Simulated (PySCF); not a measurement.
# Computed spin Hamiltonian

Species: C₆H₆F₃O (doublet state).
Structure used (GFN2-xTB), in Å, numbered top down from 1:
```xyz
16
C6H6F3O angstrom
C      3.5421    0.1885    0.0588
C      2.6293    0.4394   -0.8194
O      1.2890    0.0867   -0.8450
C      0.8175   -0.7256    0.1295
C     -0.4882   -0.9043    0.3013
F     -0.8974   -1.7612    1.2718
C     -1.6019   -0.2468   -0.4449
C     -2.3323    0.7509    0.4513
F     -1.5277    1.7952    0.7605
F     -3.3997    1.2752   -0.1970
H      3.8028   -0.2612    0.9817
H      2.8324    1.0202   -1.7138
H      1.5388   -1.2489    0.7437
H     -1.1916    0.2819   -1.3054
H     -2.3296   -0.9902   -0.7783
H     -2.6911    0.3091    1.3936
```

The hyperfine couplings belong to this conformer and change with its torsions.

As a line formula: `FC(C/C(=C\O/C=[C]\[H])F)F` [radical].

Theory: UKS B3LYP, pcH-1 on C F H O, non-relativistic, mean-field spin-orbit, GIAO (PySCF). The structure is a single GFN2-xTB conformer in the gas phase; no vibrational or solvent corrections. Couplings are sensitive to structure, and on GFN2-xTB geometries they can be far from those on DFT ones. No stability test was run, so a lower SCF solution isn't excluded.

- g1, g2, g3: 2.00141, 2.00250, 2.00271
- g_iso: 2.00221
- Form of g: rhombic: the two nearest values differ by 16 % of g3 − g1
- ⟨S²⟩: 0.7581 (exact 0.7500)

Hyperfine couplings atom by atom, in MHz; T1 to T3 are the principal values of the dipolar part:

| atom | isotope | a_iso | T1 | T2 | T3 | Mulliken spin population |
| --- | --- | --- | --- | --- | --- | --- |
| C1 | 13C | 296.1 | -82.3 | -61.9 | 144.2 | 1.05 |
| C2 | 13C | 28.8 | -16.4 | 3.1 | 13.2 | -0.12 |
| O3 | 17O | -44.8 | -24.0 | 9.0 | 15.0 | 0.04 |
| C4 | 13C | 2.3 | -1.1 | 0.0 | 1.1 | 0.01 |
| C5 | 13C | -0.2 | -1.8 | 0.5 | 1.3 | -0.01 |
| F6 | 19F | 2.8 | -6.3 | -0.7 | 7.0 | 0.00 |
| C7 | 13C | 1.2 | -0.3 | -0.2 | 0.5 | 0.00 |
| C8 | 13C | -0.6 | -0.1 | -0.1 | 0.2 | 0.00 |
| F9 | 19F | 0.0 | -0.6 | -0.4 | 1.0 | 0.00 |
| F10 | 19F | 0.0 | -0.2 | -0.1 | 0.3 | 0.00 |
| H11 | 1H | -8.3 | -34.3 | -5.7 | 40.0 | -0.02 |
| H12 | 1H | 90.2 | -6.9 | -3.5 | 10.4 | 0.04 |
| H13 | 1H | -1.6 | -5.4 | -2.7 | 8.1 | 0.00 |
| H14 | 1H | 0.4 | -0.9 | -0.7 | 1.5 | 0.00 |
| H15 | 1H | -0.1 | -0.4 | -0.3 | 0.7 | 0.00 |
| H16 | 1H | 0.1 | -0.3 | -0.3 | 0.6 | 0.00 |

Largest spin populations (Mulliken): C1 (+1.05) and C2 (-0.12). C1 is the only atom above +0.15.

Axes: g1 points within 7° of the C2–H12 bond and g2 points within 13° of the C2–O3 bond.

Under fast tumbling the dipolar parts average out, and these isotropic splittings remain: 1 × 1H (H12, I = 1/2, 2 lines) with 3.22 mT, 1 × 1H (H11, I = 1/2, 2 lines) with 0.30 mT, 1 × 19F (F6, I = 1/2, 2 lines) with 0.10 mT and 1 × 1H (H13, I = 1/2, 2 lines) with 0.06 mT.

The 13C coupling of C1 (296.1 MHz) shows only in satellite lines or after enrichment, since that isotope makes up about 1.07 % of natural carbon.

The 17O coupling of O3 (-44.8 MHz) shows only in satellite lines or after enrichment, since that isotope makes up about 0.038 % of natural oxygen.
